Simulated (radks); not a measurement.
Task: The mean radii <r> (bohr) of the occupied orbitals of an atom or ion are listed with their occupations. All-electron calculation, Dirac Kohn-Sham, LDA (Slater exchange, Perdew-Wang correlation), spin-unpolarised, spherical densities, finite nucleus; Fermi nuclear charge, rms radius of each element as measured or else 0.836 A^(1/3) + 0.57 fm. Program: a radial shooting solver on a logarithmic mesh with Libxc functionals.

orbital  occ.     <r>
1s1/2       2  0.4239
2s1/2       1   2.352
3s1/2       1   7.514

Name the element and its charge. Open shells, if any, fill j = l - 1/2 first.

Result: Z = 4, beryllium, charge 0: Be in [He] 2s1 3s1. The 1s radius gives Z: for a bare nucleus <r> = (2 gamma + 1)/(2Z) with gamma = sqrt(1 - (Z/c)^2), 0.3749 bohr for Z = 4, and screening makes it slightly larger (0.4239 here). The occupations add up to 4, and the charge is Z minus that.
